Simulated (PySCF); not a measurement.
Two-component Hartree-Fock for Er²⁺ (erbium, charge +2)

Start: [Xe] 4f12; 4f5/2 filled at m_j = -5/2, -3/2, -1/2, +1/2, +3/2, +5/2; 4f7/2 filled at m_j = -3/2, -1/2, +1/2, +3/2, +5/2, +7/2. Calculated with PySCF 2.14 in x2c-TZVPall-2c (11s11p10d4f1g, 131 functions): generalised Hartree-Fock with the X2C-1e Hamiltonian and a Gaussian nucleus; one run each with spin-orbit coupling (SO) switched off, then screened by Boettger's factors.

```json
{"spinor shell": "1s1/2", "electrons": "2", "ε, spin-free (eV)": "-57790.9", "ε, screened SO (eV)": "-57777.8", "weight of nominal j (screened SO)": "1.000", "rms radius, screened SO (bohr)": "0.0231"}
{"spinor shell": "2s1/2", "electrons": "2", "ε, spin-free (eV)": "-9848.8", "ε, screened SO (eV)": "-9844.8", "weight of nominal j (screened SO)": "1.000", "rms radius, screened SO (bohr)": "0.0935"}
{"spinor shell": "2p1/2", "electrons": "2", "ε, spin-free (eV)": "-8709.6", "ε, screened SO (eV)": "-9359.2", "weight of nominal j (screened SO)": "1.000", "rms radius, screened SO (bohr)": "0.0798"}
{"spinor shell": "2p3/2", "electrons": "4", "ε, spin-free (eV)": "-8709.6", "ε, screened SO (eV)": "-8437.2", "weight of nominal j (screened SO)": "1.000", "rms radius, screened SO (bohr)": "0.0866"}
{"spinor shell": "3s1/2", "electrons": "2", "ε, spin-free (eV)": "-2271.8", "ε, screened SO (eV)": "-2270.6", "weight of nominal j (screened SO)": "1.000", "rms radius, screened SO (bohr)": "0.240"}
{"spinor shell": "3p1/2", "electrons": "2", "ε, spin-free (eV)": "-1918.7", "ε, screened SO (eV)": "-2057.6", "weight of nominal j (screened SO)": "1.000", "rms radius, screened SO (bohr)": "0.231"}
{"spinor shell": "3p3/2", "electrons": "4", "ε, spin-free (eV)": "-1918.7", "ε, screened SO (eV)": "-1859.6", "weight of nominal j (screened SO)": "1.000", "rms radius, screened SO (bohr)": "0.245"}
{"spinor shell": "3d3/2", "electrons": "4", "ε, spin-free (eV)": "-1474.0", "ε, screened SO (eV)": "-1499.6", "weight of nominal j (screened SO)": "1.000", "rms radius, screened SO (bohr)": "0.218"}
{"spinor shell": "3d5/2", "electrons": "6", "ε, spin-free (eV)": "-1474.0", "ε, screened SO (eV)": "-1455.9", "weight of nominal j (screened SO)": "1.000", "rms radius, screened SO (bohr)": "0.222"}
{"spinor shell": "4s1/2", "electrons": "2", "ε, spin-free (eV)": "-485.52", "ε, screened SO (eV)": "-485.16", "weight of nominal j (screened SO)": "1.000", "rms radius, screened SO (bohr)": "0.541"}
{"spinor shell": "4p1/2", "electrons": "2", "ε, spin-free (eV)": "-366.92", "ε, screened SO (eV)": "-399.19", "weight of nominal j (screened SO)": "0.998", "rms radius, screened SO (bohr)": "0.554"}
{"spinor shell": "4p3/2", "electrons": "4", "ε, spin-free (eV)": "-366.92", "ε, screened SO (eV)": "-353.11", "weight of nominal j (screened SO)": "0.999", "rms radius, screened SO (bohr)": "0.585"}
{"spinor shell": "4d3/2", "electrons": "4", "ε, spin-free (eV)": "-204.84", "ε, screened SO (eV)": "-211.52", "weight of nominal j (screened SO)": "0.980", "rms radius, screened SO (bohr)": "0.625"}
{"spinor shell": "5s1/2", "electrons": "2", "ε, spin-free (eV)": "-76.853", "ε, screened SO (eV)": "-76.807", "weight of nominal j (screened SO)": "1.000", "rms radius, screened SO (bohr)": "1.36"}
{"spinor shell": "5p1/2", "electrons": "2", "ε, spin-free (eV)": "-46.670", "ε, screened SO (eV)": "-50.966", "weight of nominal j (screened SO)": "0.990", "rms radius, screened SO (bohr)": "1.53"}
{"spinor shell": "5p3/2", "electrons": "4", "ε, spin-free (eV)": "-46.670", "ε, screened SO (eV)": "-44.865", "weight of nominal j (screened SO)": "0.995", "rms radius, screened SO (bohr)": "1.64"}
{"spinor shell": "4f5/2", "electrons": "6", "ε, spin-free (eV)": "-27.716", "ε, screened SO (eV)": "-28.798", "weight of nominal j (screened SO)": "0.896", "rms radius, screened SO (bohr)": "0.889"}
{"spinor shell": "4f7/2", "electrons": "6", "ε, spin-free (eV)": "-27.716", "ε, screened SO (eV)": "-26.542", "weight of nominal j (screened SO)": "0.911", "rms radius, screened SO (bohr)": "0.916"}
```

Where does 4d5/2 lie, and what is the 4d spin-orbit splitting (screened SO)?

At -200.15 eV, 11.365 eV above 4d3/2.

```csv
quantity,spin-free,screened SO
E (hartree),-13076.05323,-13086.94908
M_J,6,6
⟨J²⟩,42.014,42.014
⟨L²⟩,30.011,30.182
⟨S²⟩,2.003,2.081
```

Each row is a mean over spinors that exchange with the open shell spreads, by up to 12.983 eV (4d5/2).

Rows whose weight is well below 1 are mixtures of j = l ± 1/2: exchange outweighs spin-orbit coupling there, and the label is only the starting occupation.

Breit and QED terms are absent; they matter most for the inner s and p1/2 levels.

Densities and radii are taken from the X2C orbitals without a picture-change correction, which distorts them close to the nucleus.

Without spin-orbit coupling the j labels of p, d and f shells carry no meaning; the spin-free column gives the mean over the occupied spinors of each nl shell.
